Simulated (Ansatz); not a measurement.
C₂H₆, charge +1, doublet, geometry from GFN2-xTB (a state made from the parent by changing its charge; the spin is typed, not shown lowest); SVWN5/def2-SVP (Ansatz, a program for electronic structure).

Ansatz was given this input:
Ansatz 0.2 input:
```yaml
crystal:
  periodic: [false, false, false]
  atoms:
    - {symbol: C, position_ang: [-0.71874859, 0.13634016, -0.02510292]}
    - {symbol: C, position_ang: [0.71874859, -0.13634016, 0.02510292]}
    - {symbol: H, position_ang: [-1.25610398, -0.58656361, -0.67710659]}
    - {symbol: H, position_ang: [-0.97235396, 1.16105611, -0.29217710]}
    - {symbol: H, position_ang: [-1.23187435, -0.16588763, 0.91394436]}
    - {symbol: H, position_ang: [0.97235396, -1.16105611, 0.29217710]}
    - {symbol: H, position_ang: [1.25610398, 0.58656361, 0.67710659]}
    - {symbol: H, position_ang: [1.23187435, 0.16588763, -0.91394436]}
basis:
  gaussian:
    orbitals: def2-SVP
hamiltonian:
  xc: {name: SVWN5}
total_charge: 1
magnetization: {spin_polarized: true, initial_magnetization: 1}
```

Task: What does Ansatz print? Leave out banner, timings and long lists.

Result: 
```
Functional definition: SVWN5
664 factors; their error is unknown
mean field evaluation 1: about -2124.1035 eV, gradient 5.2e1 eV
mean field evaluation 2: about -2103.4556 eV, gradient 7.5e1 eV
mean field evaluation 4: about -2137.8862 eV, gradient 1.7e0 eV
mean field evaluation 8: about -2137.8992 eV, gradient 3.0e-2 eV
mean field evaluation 16: about -2137.8739 eV, gradient 5.9e-6 eV
mean field evaluation 32: about -2137.8739 eV, gradient 3.8e-6 eV
mean field -2137.87385492 eV, -78.5654150653 hartree, gradient 3.8e-6 eV, S^2 0.751004; 3 other end points of the search recorded, 0 dependent functions left out
reference -2137.87387681 eV, -78.5654158696 hartree; 9, 8 occupied and 49, 50 virtual orbitals, 664 factors
Total energy: -2137.87387681 eV, -78.5654158696 hartree
```
